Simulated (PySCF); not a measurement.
SeF₄ was optimised in PySCF in the def2-TZVP basis family (density fitting, no spin–orbit coupling) with several functionals.

One of them gave a singlet of C2v symmetry with a mean bond of 1.733 Å to Se, wavenumbers 167, 243, 366, 369, 406, 579, 635, 735, 756 cm⁻¹ and a HOMO–LUMO gap of 7.62 eV.

Which level of theory was it?
A. PBE0
B. B3LYP
C. PBE

A. That is PBE0, with Se–F 1.691 Å (×2), Se–F 1.774 Å (×2). The others give PBE 1.770 Å and 687 cm⁻¹ for the highest mode; B3LYP 1.750 Å and 727 cm⁻¹ for the highest mode.

Only the bonding shown was studied: isomers, or loss of a ligand pair, can lie lower.
